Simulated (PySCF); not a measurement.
These are PBE-D3(BJ)/def2-TZVP // B3LYP-D3(BJ)/def2-SVP (PySCF) values and carry that method's errors. Gas-phase values, no solvent. One relaxed conformer stands for a flexible species; it need not be the lowest. Excitations are Tamm–Dancoff values on a coarser integration grid. The basis has no diffuse functions, so Rydberg states are missing or too high.

Reference species (SMILES): `C(F)(F)(F)C1C=C(C=O)[SiH2]C=1` (O–C–C–Si torsion 0°) (neutral, multiplicity 1).

| Quantity | Value |
|---|---|
| S1 oscillator strength | 0.000 |
| LUMO | -3.86 eV |
| S1 excitation (TDA) | 2.35 eV |

Changed species: `C(F)(F)(F)C1[SiH2]C(C=O)=CC=1` (O–C–C–Si torsion 180°).

What does the change do to the S1 oscillator strength, LUMO and S1 excitation (TDA)?

the S1 oscillator strength hardly moves; the LUMO falls by 0.16 eV, to -4.02 eV; the S1 excitation (TDA) falls by 0.14 eV, to 2.21 eV.
